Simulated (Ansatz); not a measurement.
All values below come from r2SCAN-D4/def2-SVP run with Ansatz (a quantum-chemistry and plane-wave program). No frequencies were computed at this level.

Ansatz 0.2 input:
```yaml
crystal:
  periodic: [false, false, false]
  atoms:
    - { symbol: Si, position_ang: [-1.072233, 0.026082, -0.054032] }
    - { symbol: Sn, position_ang: [1.470175, -0.154379, -0.730866] }
    - { symbol: H, position_ang: [-1.604515, -1.329112, 0.034632] }
    - { symbol: H, position_ang: [-1.76706, 0.763585, -1.106538] }
    - { symbol: H, position_ang: [-1.216211, 0.716412, 1.219792] }
    - { symbol: H, position_ang: [2.05163, -1.272779, 0.51595] }
    - { symbol: H, position_ang: [2.138214, 1.250192, 0.121062] }
basis:
  gaussian: { orbitals: def2-svp }
hamiltonian:
  xc: r2scan
  dispersion: d4
relax:
  max_steps: 150
magnetization:
  spin_polarized: true
  initial_magnetization: 1
```

Output:

```
Functional definition: r2SCAN
777 factors; their error is unknown
mean field evaluation 1: about -13786.8513 eV, gradient 9.7e0 eV
mean field evaluation 2: about -13786.8945 eV, gradient 9.7e0 eV
mean field evaluation 4: about -13787.7269 eV, gradient 3.5e-1 eV
mean field evaluation 8: about -13787.6920 eV, gradient 7.7e-2 eV
mean field evaluation 16: about -13787.6920 eV, gradient 5.6e-5 eV
mean field -13787.69199493 eV, -506.6883351805 hartree, gradient 5.6e-5 eV, S^2 0.753207; 0 other end points of the search recorded, 0 dependent functions left out
reference -13787.69200820 eV, -506.6883356681 hartree; 21, 20 occupied and 48, 49 virtual orbitals, 777 factors
relax step   1: F+E_penalty+E_count = -13787.72086996 eV  Δ(F+E_penalty+E_count) = +0.000e0 eV  max|allowed force component| = 1.526e0 eV/Å  Δτ_max = 0.0000 Å  (30 SCF iters, accepted)
these checks for a lower state are left out or cut short: starts, cluster_reference, orbital_swaps, neighbouring_geometries, increment
777 factors; their error is unknown
mean field -13787.93132162 eV, -506.6971302740 hartree, gradient 1.2e-5 eV, S^2 0.752924; 0 other end points of the search recorded, 0 dependent functions left out
reference -13787.93133505 eV, -506.6971307674 hartree; 21, 20 occupied and 48, 49 virtual orbitals, 777 factors
relax step   2: F+E_penalty+E_count = -13787.96009627 eV  Δ(F+E_penalty+E_count) = -2.392e-1 eV  max|allowed force component| = 1.995e-1 eV/Å  Δτ_max = 0.1946 Å  (31 SCF iters, accepted)
these checks for a lower state are left out or cut short: starts, cluster_reference, orbital_swaps, neighbouring_geometries, increment
777 factors; their error is unknown
mean field -13787.95112490 eV, -506.6978580311 hartree, gradient 2.4e-5 eV, S^2 0.752950; 0 other end points of the search recorded, 0 dependent functions left out
reference -13787.95113838 eV, -506.6978585265 hartree; 21, 20 occupied and 48, 49 virtual orbitals, 777 factors
relax step   3: F+E_penalty+E_count = -13787.97975975 eV  Δ(F+E_penalty+E_count) = -1.966e-2 eV  max|allowed force component| = 1.480e-1 eV/Å  Δτ_max = 0.0566 Å  (30 SCF iters, accepted)
these checks for a lower state are left out or cut short: starts, cluster_reference, orbital_swaps, neighbouring_geometries, increment
777 factors; their error is unknown
mean field evaluation 32: about -13787.9989 eV, gradient 8.0e-2 eV
mean field -13787.96254539 eV, -506.6982777263 hartree, gradient 1.5e-5 eV, S^2 0.753052; 0 other end points of the search recorded, 0 dependent functions left out
reference -13787.96255893 eV, -506.6982782240 hartree; 21, 20 occupied and 48, 49 virtual orbitals, 777 factors
relax step   4: F+E_penalty+E_count = -13787.99108256 eV  Δ(F+E_penalty+E_count) = -1.132e-2 eV  max|allowed force component| = 1.475e-1 eV/Å  Δτ_max = 0.1873 Å  (31 SCF iters, accepted)
these checks for a lower state are left out or cut short: starts, cluster_reference, orbital_swaps, neighbouring_geometries, increment
777 factors; their error is unknown
mean field -13787.96688594 eV, -506.6984372386 hartree, gradient 1.3e-5 eV, S^2 0.753272; 0 other end points of the search recorded, 0 dependent functions left out
reference -13787.96689954 eV, -506.6984377386 hartree; 21, 20 occupied and 48, 49 virtual orbitals, 777 factors
relax step   5: F+E_penalty+E_count = -13787.99533047 eV  Δ(F+E_penalty+E_count) = -4.248e-3 eV  max|allowed force component| = 9.106e-2 eV/Å  Δτ_max = 0.0779 Å  (30 SCF iters, accepted)
these checks for a lower state are left out or cut short: starts, cluster_reference, orbital_swaps, neighbouring_geometries, increment
777 factors; their error is unknown
mean field -13787.97038306 eV, -506.6985657554 hartree, gradient 1.7e-5 eV, S^2 0.753123; 0 other end points of the search recorded, 0 dependent functions left out
reference -13787.97039664 eV, -506.6985662545 hartree; 21, 20 occupied and 48, 49 virtual orbitals, 777 factors
relax step   6: F+E_penalty+E_count = -13787.99888157 eV  Δ(F+E_penalty+E_count) = -3.551e-3 eV  max|allowed force component| = 4.119e-2 eV/Å  Δτ_max = 0.0676 Å  (31 SCF iters, accepted)
these checks for a lower state are left out or cut short: starts, cluster_reference, orbital_swaps, neighbouring_geometries, increment
777 factors; their error is unknown
mean field -13787.97114795 eV, -506.6985938646 hartree, gradient 1.6e-5 eV, S^2 0.753128; 0 other end points of the search recorded, 0 dependent functions left out
reference -13787.97116153 eV, -506.6985943638 hartree; 21, 20 occupied and 48, 49 virtual orbitals, 777 factors
relax step   7: F+E_penalty+E_count = -13787.99965742 eV  Δ(F+E_penalty+E_count) = -7.759e-4 eV  max|allowed force component| = 2.091e-2 eV/Å  Δτ_max = 0.0361 Å  (31 SCF iters, accepted)
these checks for a lower state are left out or cut short: starts, cluster_reference, orbital_swaps, neighbouring_geometries, increment
777 factors; their error is unknown
mean field evaluation 64: about -13787.9715 eV, gradient 1.9e-5 eV
mean field -13787.97149632 eV, -506.6986066671 hartree, gradient 2.0e-5 eV, S^2 0.753105; 0 other end points of the search recorded, 0 dependent functions left out
reference -13787.97150992 eV, -506.6986071666 hartree; 21, 20 occupied and 48, 49 virtual orbitals, 777 factors
relax step   8: F+E_penalty+E_count = -13788.00001764 eV  Δ(F+E_penalty+E_count) = -3.602e-4 eV  max|allowed force component| = 4.424e-2 eV/Å  Δτ_max = 0.0545 Å  (29 SCF iters, accepted)
these checks for a lower state are left out or cut short: starts, cluster_reference, orbital_swaps, neighbouring_geometries, increment
777 factors; their error is unknown
mean field -13787.97164186 eV, -506.6986120156 hartree, gradient 1.3e-5 eV, S^2 0.753109; 0 other end points of the search recorded, 0 dependent functions left out
reference -13787.97165546 eV, -506.6986125152 hartree; 21, 20 occupied and 48, 49 virtual orbitals, 777 factors
relax step   9: F+E_penalty+E_count = -13788.00015762 eV  Δ(F+E_penalty+E_count) = -1.400e-4 eV  max|allowed force component| = 3.069e-2 eV/Å  Δτ_max = 0.0076 Å  (25 SCF iters, accepted)
these checks for a lower state are left out or cut short: starts, cluster_reference, orbital_swaps, neighbouring_geometries, increment
777 factors; their error is unknown
mean field -13787.97181557 eV, -506.6986183991 hartree, gradient 1.6e-5 eV, S^2 0.753115; 0 other end points of the search recorded, 0 dependent functions left out
reference -13787.97182918 eV, -506.6986188992 hartree; 21, 20 occupied and 48, 49 virtual orbitals, 777 factors
relax step  10: F+E_penalty+E_count = -13788.00032444 eV  Δ(F+E_penalty+E_count) = -1.668e-4 eV  max|allowed force component| = 1.319e-2 eV/Å  Δτ_max = 0.0229 Å  (30 SCF iters, accepted)
these checks for a lower state are left out or cut short: starts, cluster_reference, orbital_swaps, neighbouring_geometries, increment
777 factors; their error is unknown
mean field -13787.97186900 eV, -506.6986203627 hartree, gradient 1.7e-5 eV, S^2 0.753118; 0 other end points of the search recorded, 0 dependent functions left out
reference -13787.97188262 eV, -506.6986208631 hartree; 21, 20 occupied and 48, 49 virtual orbitals, 777 factors
relax step  11: F+E_penalty+E_count = -13788.00037816 eV  Δ(F+E_penalty+E_count) = -5.372e-5 eV  max|allowed force component| = 9.772e-3 eV/Å  Δτ_max = 0.0203 Å  (30 SCF iters, accepted)
these checks for a lower state are left out or cut short: starts, cluster_reference, orbital_swaps, neighbouring_geometries, increment
777 factors; their error is unknown
mean field -13787.97187810 eV, -506.6986206971 hartree, gradient 9.0e-6 eV, S^2 0.753114; 0 other end points of the search recorded, 0 dependent functions left out
reference -13787.97189172 eV, -506.6986211975 hartree; 21, 20 occupied and 48, 49 virtual orbitals, 777 factors
relax step  12: F+E_penalty+E_count = -13788.00039220 eV  Δ(F+E_penalty+E_count) = -1.404e-5 eV  max|allowed force component| = 8.033e-3 eV/Å  Δτ_max = 0.0122 Å  (25 SCF iters, accepted)
777 factors; their error is unknown
mean field evaluation 96: about -13787.9892 eV, gradient 1.7e0 eV
mean field -13787.97187810 eV, -506.6986206971 hartree, gradient 8.7e-6 eV, S^2 0.753114; 1 other end points of the search recorded, 0 dependent functions left out
reference -13787.97189172 eV, -506.6986211975 hartree; 21, 20 occupied and 48, 49 virtual orbitals, 777 factors
Total energy: -13788.00040582 eV, -506.6996690714 hartree
Atom 0 at    -1.089492     0.010823    -0.027672 Å, force    -0.003930    -0.005568    -0.000953 eV/Å
Atom 1 at     1.445573    -0.202117    -0.454156 Å, force    -0.002947     0.008033    -0.001155 eV/Å
Atom 2 at    -1.728110    -1.331827    -0.174541 Å, force    -0.000738     0.003944     0.000653 eV/Å
Atom 3 at    -1.683368     0.941307    -1.034377 Å, force     0.001635    -0.001808     0.001700 eV/Å
Atom 4 at    -1.386490     0.535035     1.343010 Å, force     0.001745    -0.000516    -0.002119 eV/Å
Atom 5 at     2.197474    -1.275110     0.668528 Å, force     0.001523    -0.004161     0.003123 eV/Å
Atom 6 at     2.244412     1.321892    -0.320793 Å, force     0.002712     0.000077    -0.001249 eV/Å
Dipole moment:    -0.034056    -0.014869    -0.039469 e Å
```

Cost: around 30 core-seconds (rough).
